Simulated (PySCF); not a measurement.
## Two-component Hartree-Fock for I (iodine, neutral)

Start: [Kr] 4d10 5s2 5p5; 5p1/2 filled at m_j = +1/2; 5p3/2 filled at m_j = -3/2, -1/2, +1/2, +3/2. Calculated with PySCF 2.14 in x2c-TZVPall-2c with one added diffuse shell each of s, p, d, f type (9s10p6d3f, 90 functions): generalised Hartree-Fock with the X2C-1e Hamiltonian and a Gaussian nucleus; one run each with spin-orbit coupling (SO) screened by Boettger's factors, then bare. This is a chosen level, not necessarily the ground level.

```csv
spinor shell,electrons,"ε, screened SO (eV)","ε, bare SO (eV)",weight of nominal j (bare SO),"rms radius, bare SO (bohr)"
1s1/2,2,-33330.6,-33330.3,1.000,0.0311
2s1/2,2,-5249.2,-5249.1,1.000,0.127
2p1/2,2,-4913.0,-4921.9,1.000,0.109
2p3/2,4,-4611.6,-4608.0,1.000,0.115
3s1/2,2,-1102.3,-1102.3,1.000,0.334
3p1/2,2,-961.93,-963.65,1.000,0.326
3p3/2,4,-903.53,-902.84,1.000,0.339
3d3/2,4,-658.49,-660.19,1.000,0.311
3d5/2,6,-646.45,-645.34,1.000,0.314
4s1/2,2,-211.26,-211.26,1.000,0.787
4p1/2,2,-159.88,-160.23,1.000,0.826
4p3/2,4,-148.56,-148.42,1.000,0.855
4d3/2,4,-63.963,-64.230,1.000,0.984
4d5/2,6,-62.184,-62.020,1.000,1.00
5s1/2,2,-24.030,-24.034,0.998,2.15
5p1/2,1,-12.626,-12.665,0.999,2.55
5p3/2,4,-10.582,-10.573,0.997,2.71
```

```json
{"quantity": "E (hartree)", "screened SO": "-7113.76685", "bare SO": "-7113.95041"}
{"quantity": "M_J", "screened SO": "1/2", "bare SO": "1/2"}
{"quantity": "⟨J²⟩", "screened SO": "0.796", "bare SO": "0.794"}
{"quantity": "⟨L²⟩", "screened SO": "2.064", "bare SO": "2.067"}
{"quantity": "⟨S²⟩", "screened SO": "0.791", "bare SO": "0.794"}
```

Each row is a mean over spinors that exchange with the open shell spreads, by up to 1.339 eV (5s1/2).

Breit and QED terms are absent; they matter most for the inner s and p1/2 levels.

Densities and radii are taken from the X2C orbitals without a picture-change correction, which distorts them close to the nucleus.
